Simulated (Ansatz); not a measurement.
CH$_{8}$B$_{3}$NS. Total charge 0; spin multiplicity 1. The bonds changed during the relaxation, so this is another structure than the one it started from.

```xyz
14

B     0.2109   -0.2420    1.7404
C     0.7017   -0.5144    0.3139
N     1.4068   -1.3505   -0.3640
B    -0.1094    0.7691    0.0965
B    -1.5043    0.4899   -0.8081
S    -1.6175    0.9262   -2.5298
H     1.0420    0.1489    2.5142
H    -0.4819    0.8887    1.3957
H    -0.6743   -0.9499    2.1398
H     1.5514   -1.2418   -1.3589
H     1.8393   -2.1547    0.0692
H     0.5580    1.7498   -0.1140
H    -2.4804   -0.0854   -0.4196
H    -0.4424    1.5662   -2.6752
```

**Question.** Give the diagnostics of a CCSD(T)/def2-TZVPP run (frozen core, Ansatz 0.2.0). (An estimate is asked.)

**Answer.** Ansatz gave: T1 = 0.0167, largest single amplitude 0.034, largest double 0.020, (T) share of the correlation energy 4.3 %, 10 CCSD cycles. The RHF solution is stable towards an unrestricted one. T1 lies under the customary mark of 0.02 for closed shells.
